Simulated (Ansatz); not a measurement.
The same path of C3H9NSi (14 atoms, charge 0, multiplicity 1) was run 3 times with different band settings. The coordinate that changes most is the dihedral Si3–C2–C4–N5.

Level of theory: RKS PBE0-D4/6-31G in Ansatz 0.2.0.

Relaxed end points:

```xyz
14
Properties=species:S:1:pos:R:3
C -0.656 0.410 1.292
C 0.084 -0.143 0.097
Si 1.212 -1.629 0.291
C -0.058 0.430 -1.123
N -0.846 1.522 -1.401
H -1.745 0.418 1.127
H -0.479 -0.178 2.197
H -0.350 1.443 1.518
H 0.482 -2.850 0.801
H 2.336 -1.381 1.271
H 1.825 -1.973 -1.043
H 0.472 0.037 -1.987
H -0.912 1.890 -2.331
H -1.377 1.974 -0.679
```

```xyz
14
Properties=species:S:1:pos:R:3
C -0.930 0.596 1.480
C -0.196 0.129 0.247
Si 1.278 -1.008 0.538
C -0.609 0.528 -0.978
N -0.078 0.216 -2.207
H -1.771 1.250 1.216
H -1.339 -0.244 2.059
H -0.277 1.162 2.159
H 0.873 -2.259 1.279
H 2.343 -0.338 1.373
H 1.931 -1.443 -0.753
H -1.475 1.187 -1.044
H -0.486 0.578 -3.048
H 0.722 -0.385 -2.293
```

Common settings: movable images 5; spring 5.0 eV/Å²; start path IDPP; force threshold 0.05 eV/Å; end points relaxed.

| run | climbing image | optimiser | iteration limit |
| --- | --- | --- | --- |
| 1 | yes | quadratic models (default) | 56 |
| 2 | from the first iteration | lbfgs | 55 |
| 3 | yes | quadratic models (default) | 10 |

Q: What does each run give, and how far can it be trusted?

A: Run 1: converged after 14 iterations, highest image 2.639 eV above the first end. Neighbouring images differ by up to 1.9 eV, so the band resolves the path poorly. A vibrational analysis at the climbing image gives one clearly imaginary mode, 1493i cm⁻¹, and a faint second one (29i cm⁻¹) that may be numerical noise or a soft torsion: probably a first-order saddle point.
Run 2: not converged after 55 iterations, highest image 2.661 eV above the first end. The band didn't meet its force threshold, so its energies are provisional: the largest band force was still 0.07 eV/Å, and over the last iterations the top stayed at 2.66 eV.
Run 3: not converged after 10 iterations, highest image 2.643 eV above the first end. The band didn't meet its force threshold, so its energies are provisional: the largest band force was still 0.17 eV/Å, and over the last iterations the top moved between 2.64 and 2.70 eV.
Limits of this set-up: no polarisation functions.
